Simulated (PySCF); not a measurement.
## Bond curve of MoN⁺

Set-up: PySCF, scalar-relativistic core potentials, basis sets Mo def2-TZVPPD with ECP28, N def2-TZVPPD. Energies in eV from Mo⁺ (4d5) + N in their ground configurations at the same level. State: ³Σ⁻ (triplet), unpaired electrons δ ↑↑.

All columns are r²SCAN. A positive dipole points towards N; it is taken about the centre of mass and depends on that origin.

```tsv
R (Å)	E (eV)	μ (D)	Mulliken charge on Mo (basis-dependent)	HOMO (eV)	LUMO (eV)	Mayer bond order	⟨S²⟩
1.361	-2.353	-3.39	1.42	-11.87	-9.68	2.70	2.03
1.424	-3.687	-3.66	1.44	-11.99	-9.89	2.71	2.05
1.487	-4.463	-3.89	1.43	-12.11	-10.08	2.72	2.06
1.534	-4.764	-4.03	1.41	-12.20	-10.21	2.74	2.08
1.582	-4.879	-4.15	1.40	-12.28	-10.33	2.75	2.10
1.629	-4.849	-4.24	1.37	-12.35	-10.44	2.75	2.14
1.693	-4.645	-4.30	1.34	-12.44	-10.57	2.71	2.23
1.772	-4.229	-4.30	1.30	-12.52	-10.70	2.56	2.43
1.867	-3.649	-4.15	1.25	-12.55	-10.79	2.25	2.81
1.993	-2.918	-3.83	1.20	-12.50	-10.85	1.77	3.33
```

A fit through these points gives, at Re = 1.594 Å, μ = -4.17 D and dμ/dR = -1.97 D/Å; the reduced mass is 12.25 u.

How strong is the fundamental in the double-harmonic approximation, I = 42.26·(dμ/dR)²/μred km/mol?

I = 42.26·(-1.97)²/12.25 = 13.4 km/mol at r²SCAN.

The metal atom is held in its measured ground configuration; semilocal functionals can put another filling of s and d lower by some tenths of an eV, and De to that atom would be smaller. ⟨S²⟩ of the unrestricted solution departs from its pure value on part of the curve, where spin states mix. These are scalar-relativistic numbers at best; spin–orbit coupling would shift them, the dissociation energy most. For an ion De counts to the pair picked by the measured ionisation energies or electron affinities, which need not be the lowest pair at this level. The state is the lowest single determinant that the PBE0 search found; with open d or f shells the true ground state can be another one.
